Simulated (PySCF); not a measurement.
# Run times: niobium in x2c-TZVPall-2c

Measured wall times of calculations with PySCF 2.14 in x2c-TZVPall-2c (8s9p7d1f, 77 functions), with two-component X2C-1e, run from one Python driver. Hardware: 1 thread of Neoverse-V1 on a shared host, 1.3 GiB allowed. The two-electron integrals over 77 functions were computed once and kept in memory (2.5 CPU seconds with the set-up); the times below exclude them.

Launch command (the driver calls PySCF for each step listed in the task file):

```bash
OMP_NUM_THREADS=1 python sorun2.py TASK.json OUT
```

```
         species                                      step  iterations  wall time (s)
    Nb⁺ [Kr] 4d4                            GHF, spin-free          12            2.5
    Nb⁺ [Kr] 4d4            GMP2 (12 electrons), spin-free                       0.57
    Nb⁺ [Kr] 4d4  GMP2 (12 electrons), screened spin-orbit                       0.41
Nb⁺ [Kr] 4d3 5s1                            GHF, spin-free           8            1.8
Nb⁺ [Kr] 4d3 5s1            GMP2 (12 electrons), spin-free                       0.41
Nb⁺ [Kr] 4d3 5s1                  GHF, screened spin-orbit          12            2.4
Nb⁺ [Kr] 4d3 5s1  GMP2 (12 electrons), screened spin-orbit                       0.41
```

Question: Roughly how long does GHF, screened spin-orbit take for Nb⁺ [Kr] 4d4 here?

Answer: About 3.2 s.

Peak memory of the process: 0.27 GiB. Times on a shared host vary from run to run.
